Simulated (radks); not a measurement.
Results of a calculation; reference values are marked as such.
Q: Isoelectronic series with 10 electrons, each ion in its NIST ground configuration. Code: a radial shooting solver on a logarithmic mesh with Libxc functionals. Model: scalar-relativistic Kohn-Sham, PBE, spin-polarised, spherical densities, finite nucleus; Fermi nuclear charge, rms radius of each element as measured or else 0.836 A^(1/3) + 0.57 fm. Total energies (hartree) and orbital eigenvalues (hartree):

| ion | configuration | E (hartree) | 2p | 2s | 1s |
|---|---|---|---|---|---|
| Ne | [Ne] | -129.01342 | -0.49002 | -1.33786 | -30.53149 |
| Mg2+ | [Ne] | -199.43505 | -2.45138 | -3.67377 | -47.04683 |
| Al3+ | [Ne] | -240.72108 | -3.82696 | -5.24203 | -56.84241 |
| Si4+ | [Ne] | -286.05673 | -5.45923 | -7.06975 | -67.65744 |
| P5+ | [Ne] | -335.44573 | -7.34636 | -9.15509 | -79.49130 |
| Cl7+ | [Ne] | -446.40679 | -11.88180 | -14.09589 | -106.2184 |
| Ar8+ | [Ne] | -507.99322 | -14.52932 | -16.95117 | -121.1145 |
| K9+ | [Ne] | -573.66139 | -17.42988 | -20.06337 | -137.0351 |
| Ca10+ | [Ne] | -643.42059 | -20.58350 | -23.43298 | -153.9826 |
| Sc11+ | [Ne] | -717.28091 | -23.99031 | -27.06060 | -171.9595 |

Estimate the row of S6+ ([Ne]).

A: E (hartree) -388.89353; 2p -9.48739; 2s -11.49723; 1s -92.34453.
